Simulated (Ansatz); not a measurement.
Ansatz (a quantum-chemistry and plane-wave program) input (B3LYP/6-31G* with LANL2DZ past Ar): The .json file joins the Basis Set Exchange's 6-31G* for atoms up to Ar and LANL2DZ past it.

Ansatz 0.2 input:
```yaml
crystal:
  periodic: [false, false, false]
  atoms:
    - {symbol: Br, position_ang: [-0.00000000, -0.00000000, -0.03957855]}
    - {symbol: H, position_ang: [0.00000000, 0.00000000, 1.38524928]}
basis:
  gaussian:
    orbitals: 6-31Gs+LANL2DZ.json
hamiltonian:
  xc: {name: B3LYP}
relax: {f_tol: 0.003, max_steps: 120}
```

From the last part of the output:

```
WARN ansatz: RAYON_NUM_THREADS=1 ignored (pool sized by the plan → 1); use --threads N
Functional definition: B3LYP
integrals: 0.00 GiB planned
177 factors; integrals over basis functions are off by at most 1.9e-4 eV
mean field: 0.04 GiB planned
mean field evaluation 1: about -374.1169 eV, gradient 6.5e0 eV
mean field evaluation 2: about -374.2010 eV, gradient 4.8e0 eV
mean field evaluation 4: about -374.2952 eV, gradient 6.0e-2 eV
mean field evaluation 8: about -374.2938 eV, gradient 4.1e-4 eV
mean field -374.29376649 eV, -13.7550422132 hartree, gradient 2.6e-5 eV, S^2 0.000000; 0 other end points of the search recorded, 0 dependent functions left out
the calculation of the forces begins
reference -374.29389940 eV, -13.7550470973 hartree; 4, 4 occupied and 6, 6 virtual orbitals, 177 factors
relax step   1: F+E_penalty+E_count = -374.29376649 eV  Δ(F+E_penalty+E_count) = +0.000e0 eV  max|allowed force component| = 9.919e-1 eV/Å  Δτ_max = 0.0000 Å  (18 SCF iters, accepted)
these checks for a lower state are left out or cut short: starts, cluster_reference, orbital_swaps, neighbouring_geometries, increment
integrals: 0.00 GiB planned
177 factors; integrals over basis functions are off by at most 2.2e-4 eV
mean field: 0.04 GiB planned
mean field evaluation 16: about -374.3129 eV, gradient 1.1e-4 eV
mean field -374.31285868 eV, -13.7557438379 hartree, gradient 7.2e-6 eV, S^2 0.000000; 0 other end points of the search recorded, 0 dependent functions left out
the calculation of the forces begins
reference -374.31299239 eV, -13.7557487520 hartree; 4, 4 occupied and 6, 6 virtual orbitals, 177 factors
relax step   2: F+E_penalty+E_count = -374.31285868 eV  Δ(F+E_penalty+E_count) = -1.909e-2 eV  max|allowed force component| = 2.337e-1 eV/Å  Δτ_max = 0.0158 Å  (21 SCF iters, accepted)
these checks for a lower state are left out or cut short: starts, cluster_reference, orbital_swaps, neighbouring_geometries, increment
integrals: 0.00 GiB planned
177 factors; integrals over basis functions are off by at most 2.3e-4 eV
mean field: 0.04 GiB planned
mean field -374.31411603 eV, -13.7557900448 hartree, gradient 6.9e-6 eV, S^2 0.000000; 0 other end points of the search recorded, 0 dependent functions left out
the calculation of the forces begins
reference -374.31425001 eV, -13.7557949684 hartree; 4, 4 occupied and 6, 6 virtual orbitals, 177 factors
relax step   3: F+E_penalty+E_count = -374.31411603 eV  Δ(F+E_penalty+E_count) = -1.257e-3 eV  max|allowed force component| = 9.110e-3 eV/Å  Δτ_max = 0.0052 Å  (20 SCF iters, accepted)
these checks for a lower state are left out or cut short: starts, cluster_reference, orbital_swaps, neighbouring_geometries, increment
integrals: 0.00 GiB planned
177 factors; integrals over basis functions are off by at most 2.3e-4 eV
mean field: 0.04 GiB planned
mean field evaluation 32: about -374.3141 eV, gradient 1.4e-5 eV
mean field -374.31411801 eV, -13.7557901177 hartree, gradient 1.4e-5 eV, S^2 0.000000; 0 other end points of the search recorded, 0 dependent functions left out
the calculation of the forces begins
reference -374.31425200 eV, -13.7557950416 hartree; 4, 4 occupied and 6, 6 virtual orbitals, 177 factors
relax step   4: F+E_penalty+E_count = -374.31411801 eV  Δ(F+E_penalty+E_count) = -1.982e-6 eV  max|allowed force component| = 5.259e-5 eV/Å  Δτ_max = 0.0002 Å  (14 SCF iters, accepted)
integrals: 0.00 GiB planned
177 factors; integrals over basis functions are off by at most 2.3e-4 eV
mean field: 0.04 GiB planned
mean field -374.31411801 eV, -13.7557901177 hartree, gradient 1.4e-5 eV, S^2 0.000000; 1 other end points of the search recorded, 0 dependent functions left out
the calculation of the forces begins
reference -374.31425200 eV, -13.7557950416 hartree; 4, 4 occupied and 6, 6 virtual orbitals, 177 factors
Total energy: -374.31425200 eV, -13.7557950416 hartree
Atom 0 at     0.000000     0.000000    -0.060852 Å, force    -0.000000     0.000000    -0.000053 eV/Å
Atom 1 at    -0.000000    -0.000000     1.406523 Å, force     0.000000    -0.000000     0.000053 eV/Å
Dipole moment:    -0.000000     0.000000     0.280592 e Å
```
